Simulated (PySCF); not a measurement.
Charge-transfer reorganisation: `C=C[C@]1(F)C=CCC1`, C₇H₉F

Geometry (Å), atoms numbered from 1 in this order:
```xyz
17

C     2.708   -0.123    0.770
C     1.373   -0.226    0.656
C     0.582    0.113   -0.588
F     1.480    0.482   -1.603
C    -0.405    1.236   -0.329
C    -1.680    0.803   -0.359
C    -1.777   -0.673   -0.666
C    -0.333   -1.048   -1.083
H     3.322    0.226   -0.078
H     3.224   -0.388    1.709
H     0.759   -0.574    1.509
H    -0.059    2.256   -0.095
H    -2.565    1.432   -0.160
H    -2.530   -0.897   -1.455
H    -2.107   -1.241    0.237
H    -0.238   -1.059   -2.189
H    -0.004   -2.038   -0.705
```

Computed with PySCF, UKS PBE/def2-SV(P) four-point reorganisation energy, gas phase. Geometry: PBE/def2-SV(P).

The conformer changes in this relaxation, which adds to the reorganisation energy.

Question: What is the inner reorganisation energy for hole transfer, with the ionisation energy?

Answer: λ = 0.418 (surface of the oxidised species) + 0.821 (surface of the starting species) = 1.239 eV. The ionisation energy is 8.93 eV vertical and 8.52 eV adiabatic without zero-point energy; at the relaxed geometry of the oxidised species the two energies differ by 7.70 eV. Largest bond changes: C3–F4 1.405 → 1.355 Å, C5–C6 1.347 → 1.395 Å, C1–C2 1.344 → 1.379 Å, C8–C3 1.559 → 1.533 Å, C6–C7 1.510 → 1.488 Å. ⟨S²⟩ of the relaxed oxidised species 0.758.
